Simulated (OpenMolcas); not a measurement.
## Computed transition rates of S+

| Property | Result |
| --- | --- |
| Program | OpenMolcas |
| Method | SS-CASPT2, IPEA 0.25 Eh, imaginary shift 0.1 Eh (closed shells correlated: 2s 2p 3s) |
| Basis | ANO-R3 [6s5p4d3f1g] |
| Scalar Hamiltonian | X2C, finite nucleus |
| Active space | 3 electrons in 3 orbitals (3p) |
| State averaging | 2S+1 = 4 odd, 1 root; 2S+1 = 2 odd, 8 roots |
| Spin-orbit coupling | RASSI with atomic mean-field integrals over the reference wave functions, term energies averaged over their components |

Rates come from the transition moments of the reference wave functions (E1 and E2 in the length form). At fixed line strength A goes as λ^-3 for E1 and M1 and as λ^-5 for E2, so a rate at the computed wavelength can be rescaled to the measured one. Measured vacuum wavelengths follow from level energies in NIST Handbook of Basic Atomic Spectroscopic Data. Branching counts decays inside the model space alone, at computed energies, and the table is only a selection of the E2 and M1 lines, drawn from those between levels with measured partners whose computed energy lies within a factor of 1.5 of the measured one.

```tsv
Upper	Lower	Type	λ computed (nm)	λ measured (nm)	A computed (s-1)	A rescaled (s-1)	Branching %
3s² 3p³ ²P°_1/2	3s² 3p³ ²D°_5/2	E2	950.7	1037	1.27e-01	8.22e-02	28.3
3s² 3p³ ²P°_1/2	3s² 3p³ ²D°_3/2	E2	948.8	1034	1.93e-01	1.26e-01	42.7
3s² 3p³ ²P°_1/2	3s² 3p³ ²D°_3/2	M1	948.8	1034	4.41e-02		9.8
3s² 3p³ ²P°_3/2	3s² 3p³ ²D°_5/2	E2	948.1	1032	2.26e-01	1.48e-01	34.7
3s² 3p³ ²P°_3/2	3s² 3p³ ²D°_5/2	M1	948.1	1032	3.98e-02		6.1
3s² 3p³ ²P°_3/2	3s² 3p³ ²D°_3/2	E2	946.1	1029	9.71e-02	6.38e-02	14.9
3s² 3p³ ²P°_3/2	3s² 3p³ ²D°_3/2	M1	946.1	1029	7.11e-02		10.9
3s² 3p³ ²D°_3/2	3s² 3p³ ⁴S°_3/2	M1	663.2	673.3	4.70e-04		74.0
3s² 3p³ ²D°_3/2	3s² 3p³ ⁴S°_3/2	E2	663.2	673.3	1.66e-04		26.0
3s² 3p³ ²D°_5/2	3s² 3p³ ⁴S°_3/2	E2	662.2	671.8	2.59e-04		95.9
3s² 3p³ ²D°_5/2	3s² 3p³ ⁴S°_3/2	M1	662.2	671.8	1.09e-05		4.0
3s² 3p³ ²P°_1/2	3s² 3p³ ⁴S°_3/2	M1	390.3	407.8	8.68e-02		19.2
3s² 3p³ ²P°_3/2	3s² 3p³ ⁴S°_3/2	M1	389.9	407	2.16e-01		33.3
```

Spin-changing lines and M1 lines between different terms are not rescaled, since their strength hangs on the term gaps too.

The largest correction is for 3s² 3p³ ²P°_1/2 → 3s² 3p³ ²D°_5/2 (E2): 1.27e-01 × (950.7 / 1037)^5 = 8.22e-02 s-1, a factor of 0.65.

No measured rate stands beside these. Rescaling mends the energy factor alone: line strengths can still be far off where a level mixes with configurations outside the active space, and weak or spin-changing lines hang on small mixing coefficients that depend on the term gaps too, so rescaling need not improve them.

CASPT2 breaks the degeneracy within a term, and the mean is taken; among the terms shown or strongly mixed into the levels shown the widest spread is 230 cm-1 (3s² 3p³ ²P°). With the s shell closed, the reference lacks s² → p² mixing. Computed and measured levels are paired by configuration, term and J; levels that our copy of the source lacks, or whose pairing is in doubt (as where it misses far off the trend of its configuration), stay unpaired. Only configurations of the active space appear.

° marks odd parity.
